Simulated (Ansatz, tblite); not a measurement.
Removing and adding an electron: Li₃Br₃ (the lowest singlet isomer of a short search). Charge 0, multiplicity 1. Geometry: PBE0-D4/def2-SVP. Ansatz, gas phase; energy differences of separate SCF runs; the oxidised species was run as a doublet alone; the reduced species was run as a doublet alone.

```csv
atom,x (Å),y (Å),z (Å)
Li1,-1.363,1.032,1.031
Li2,0.612,0.657,-1.782
Li3,0.751,-1.690,0.752
Br4,-0.971,2.172,-0.970
Br5,-0.786,-0.845,2.295
Br6,1.757,-1.326,-1.324
```

The xTB rows come from tblite. Correlated methods freeze 27 core orbitals; core or outer-core shells of Li, Br are correlated, in sets that lack core-valence functions. The rows differ in basis, and correlated rows in double-zeta sets carry the largest basis error. In CCSD on the charge 1 doublet the largest single amplitude is 0.24, so its Hartree–Fock determinant may place the open shell otherwise than the density functionals do. The structure comes from a short search, and lower isomers may exist.

```
            level  −HOMO (eV)  vertical IE (eV)  −LUMO (eV)  vertical EA (eV)  HOMO–LUMO gap (eV)  IE − EA (eV)                       remarks
         GFN1-xTB       11.19             13.87        6.08              3.96                5.11          9.90                             –
         GFN2-xTB       11.03             13.43        4.49              2.24                6.55         11.18                             –
      HF/def2-SVP           –              9.65           –                 –                   –             –                             –
PBE-D4/def2-TZVPD        6.75                 –        1.39              0.19                5.37             –  HOMO above zero (-1 doublet)
 CCSD(T)/def2-SVP           –             10.22           –                 –                   –             –                             –
```

(1) Estimate the rows for r2SCAN-D4/def2-TZVPD, PBE0-D4/def2-TZVP, PBE0-D4/def2-TZVPD, MP2/def2-SVP, CCSD/def2-SVP.

Results:

(1) 
| level | −HOMO (eV) | vertical IE (eV) | −LUMO (eV) | vertical EA (eV) | HOMO–LUMO gap (eV) | IE − EA (eV) | remarks |
| --- | --- | --- | --- | --- | --- | --- | --- |
| r2SCAN-D4/def2-TZVPD | 7.07 | – | 0.80 | 0.02 | 6.27 | – | HOMO above zero (-1 doublet) |
| PBE0-D4/def2-TZVP | 8.02 | 9.72 | 0.80 | – | 7.22 | – | – |
| PBE0-D4/def2-TZVPD | 8.00 | – | 0.83 | 0.04 | 7.17 | – | HOMO above zero (-1 doublet) |
| MP2/def2-SVP | – | 10.38 | – | – | – | – | – |
| CCSD/def2-SVP | – | 10.22 | – | – | – | – | – |

Run but left out: PBE-D4/def2-TZVP, r2SCAN-D4/def2-TZVP (charge +1 doublet: an occupied level 0.05 to 0.06 eV above an empty one).   A HOMO above zero means that the electron is unbound at that level or that self-interaction error raises the level; the energy of removing that electron tells which. Raw xTB energy differences between charge states are shifted by several eV; the methods need an empirical correction for them.
